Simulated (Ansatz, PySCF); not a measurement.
This PySCF input computes a BLYP/def2-TZVPD energy:

```python
from pyscf import gto, scf, dft

mol = gto.M(
    atom='''
    N    -0.98707337    0.12204602    0.64401714
    C     0.04891004   -0.01595210   -0.06065348
    O     1.06980571   -0.08380837   -0.55735061
    H    -1.94239235   -0.08814256    0.31460582
    ''',
    basis='def2-tzvpd',
    charge=1,
    spin=1,
    verbose=4,
)

mf = dft.UKS(mol, xc='blyp').density_fit(auxbasis='def2-universal-jkfit')
mf.grids.level = 3
mf.conv_tol = 1e-9
mf.max_cycle = 100
mf.max_memory = 1500
mf.kernel()
if not mf.converged:
    mf = mf.newton()
    mf.kernel(mf.make_rdm1())
for _ in range(2):
    mo, _, stable, _ = mf.stability(return_status=True)
    if stable:
        break
    mf.kernel(mf.make_rdm1(mo, mf.mo_occ))
mf.analyze()
```

Task: Write an input for the same energy in Ansatz (a first-principles code) and say what it gives.

Result: 
Ansatz 0.2 input:
```yaml
crystal:
  periodic: [false, false, false]
  atoms:
    - {symbol: N, position_ang: [-0.98707337, 0.12204602, 0.64401714]}
    - {symbol: C, position_ang: [0.04891004, -0.01595210, -0.06065348]}
    - {symbol: O, position_ang: [1.06980571, -0.08380837, -0.55735061]}
    - {symbol: H, position_ang: [-1.94239235, -0.08814256, 0.31460582]}
basis:
  gaussian:
    orbitals: def2-TZVPD
hamiltonian:
  xc: {name: BLYP}
total_charge: 1
magnetization: {spin_polarized: true, initial_magnetization: 1}
output: {forces: true}
```
It gives -168.31511 Eh, and PySCF -168.31515 Eh, a difference of 0.04 mEh, from the treatment of integrals and grids.
